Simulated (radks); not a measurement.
Task: All-electron atom: the chromium ion Cr2+ in [Ar] 3d4 (the NIST ground configuration). Method: Dirac Kohn-Sham, PBEsol, spin-unpolarised, spherical densities, finite nucleus; open shells are shared between the two j in proportion to 2j + 1; Fermi nuclear charge, rms radius 3.6452 fm; computed with a radial shooting solver on a logarithmic mesh with Libxc functionals. Some entries of the table are withheld. Estimate them.

orbital,occ.,eigenvalue (hartree),<r^2> (bohr^2)
1s1/2,2,(1),0.005439
2s1/2,2,-25.26785,0.1017
2p1/2,2,-21.58226,0.08210
2p3/2,4,-21.26501,0.08380
3s1/2,2,-3.48620,(2)
3p1/2,2,-2.46196,(3)
3p3/2,4,-2.42395,(4)
3d3/2,1.6,(5),1.922
3d5/2,2.4,(6),1.935

Result: 
(1) 1s1/2 eigenvalue (hartree): -216.6175
(2) 3s1/2 <r^2> (bohr^2): 0.9318
(3) 3p1/2 <r^2> (bohr^2): 1.066
(4) 3p3/2 <r^2> (bohr^2): 1.085
(5) 3d3/2 eigenvalue (hartree): -0.84047
(6) 3d5/2 eigenvalue (hartree): -0.83698
